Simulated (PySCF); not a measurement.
Compound: (ClBe-mu-OH)2.
Bonds: Be1–Cl2, Be1–O3, Be1–O6, O3–Be4, Be4–Cl5, Be4–O6. Hydrogens: H7 on O3; H8 on O6.

A linear-response calculation (PySCF, def2-SVPD basis, gas phase, vertical, core orbitals frozen in the response) gave these numbers; the functional is withheld.

Orbital energies (eV): HOMO-3 -8.76, HOMO-2 -8.69, HOMO-1 -8.65, HOMO -8.49, LUMO -0.95, LUMO+1 -0.37, LUMO+2 0.22.

| state | E (eV) | f | main configurations (H = HOMO, L = LUMO) |
| --- | --- | --- | --- |
| S1 | 6.73 | 0.0000 | H→L (99%) |
| S2 | 6.90 | 0.040 | H-1→L (98%) |
| S3 | 6.95 | 0.078 | H-2→L (98%) |
| S4 | 7.01 | 0.0000 | H-3→L (98%) |
| S5 | 7.44 | 0.012 | H→L+1 (96%) |
| S6 | 7.55 | 0.0000 | H-1→L+1 (99%) |

Triplets (Tamm–Dancoff): T1 6.65 eV, H→L (97%); T2 6.80 eV, H-1→L (96%); T3 6.84 eV, H-2→L (95%); T4 6.91 eV, H-3→L (95%).

Vertical ionisation energy by ΔSCF with the same functional: 10.64 eV. Mean static polarisability: 62.5 au.

**Question.** Which of these was used?
A. PBE
B. B3LYP
C. HF
D. CAM-B3LYP

**Answer.** B. B3LYP is a global hybrid with 20% exact exchange. In this run −ε(HOMO) = 8.49 eV differs from the ΔSCF value by -2.15 eV, and S1 differs from the orbital gap of 7.54 eV by -0.81 eV. The ratio −ε(HOMO)/IP is 0.80. Small neutral molecules mostly give 0.67 to 0.83 with B3LYP, 0.5 to 0.7 with PBE, 0.85 to 0.93 with CAM-B3LYP; Hartree–Fock can't fall below 1, since the ion's relaxation only lowers the ΔSCF value. The other options: PBE, a GGA without exact exchange; HF, time-dependent Hartree–Fock, 100% exact exchange; CAM-B3LYP, range-separated, 19% exact exchange at short range and 65% at long range (ω = 0.33 bohr⁻¹).

Level of theory: TDDFT B3LYP/def2-SVPD, vertical, gas phase, core orbitals frozen in the response (PySCF). Geometry: PBE0-D3(BJ)/def2-SVP, one conformer, isolated molecule.

Time: 43 s of wall time. Hardware: one thread of an Arm Neoverse V1 (shared host).
